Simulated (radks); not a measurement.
Problem. The gadolinium ion Gd3+, [Xe] 4f7. All-electron calculation, non-relativistic Kohn-Sham, LDA (Slater exchange, Perdew-Wang correlation), spin-polarised, spherical densities, point nucleus. Program: a radial shooting solver on a logarithmic mesh with Libxc functionals. Every spin shell is full or empty, so the densities are truly spherical. Functionals are evaluated on that one density, not self-consistently. Rank these orbital-free kinetic functionals by their error against the exact value of the orbitals, and give that value: Thomas-Fermi, von Weizsacker, TF + vW, TF + vW/9, TF + vW/5, LC94, revAPBEK, Perdew 92, Thakkar, Pearson, LKT, PG1, DePristo-Kress.

Solution. Exact: 10811.0 hartree. From best to worst, with 100 (|E| - |E exact|)/|E exact| (equal figures are ties): LC94 -0.01, revAPBEK +0.18, DePristo-Kress -0.21, Perdew 92 -0.73, Thakkar -0.74, TF + vW/9 -0.74, Pearson -0.93, TF + vW/5 +2.66, Thomas-Fermi -4.99, PG1 +13.56, LKT +17.35, TF + vW +33.28, von Weizsacker -61.73.
